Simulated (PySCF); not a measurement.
## Working out the excitation energy of Ga

Ga [Ar] 3d10 4s2 4p1 (2P) → Ga [Ar] 3d10 4s1 4p2 (4P). All numbers are calculated (PySCF 2.14, the spin-free X2C one-electron Hamiltonian (Gaussian nucleus), in aug-cc-pVDZ-DK (6s5p3d, 36 functions)). Frozen: [Ar] 3d10. Energies in hartree (1 hartree = 27.21139 eV):

```
             part    Ga (lower)    Ga (upper)
              UHF  -1942.084707  -1941.961588
MP2 opposite-spin     -0.026841      0.000000
    MP2 same-spin     -0.002237     -0.006762
```

**Question.** What does Hartree-Fock give?

**Answer.** (-1941.961588) − (-1942.084707) = 0.123119 hartree = 3.350 eV.

**Question.** What do MP2 and SCS-MP2 (6/5 opposite-spin, 1/3 same-spin) give?

**Answer.** The opposite-spin parts differ by 0.730 eV and the same-spin parts by -0.123 eV. MP2: 3.350 + (0.730) + (-0.123) = 3.957 eV. SCS-MP2: 3.350 + 1.2 × (0.730) + (-0.123)/3 = 4.185 eV.

A double-zeta basis recovers only part of the correlation energy.
